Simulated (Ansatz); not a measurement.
Species: H4O2Si, SMILES `O[SiH2]O` (H–O–Si–O torsion -66°, O–Si–O–H torsion -66°) (charge 0, multiplicity 1), formula H4O2Si.

Task: How many basis functions does frozen-core CCSD(T)/def2-TZVPP // PBE0-D4/def2-TZVP (Ansatz, a program for electronic structure) use, how many core orbitals are frozen, and how many electrons are correlated?

Result: 160 basis functions and 7 frozen orbitals, which leaves 20 correlated electrons. Core time is of the order of seconds.
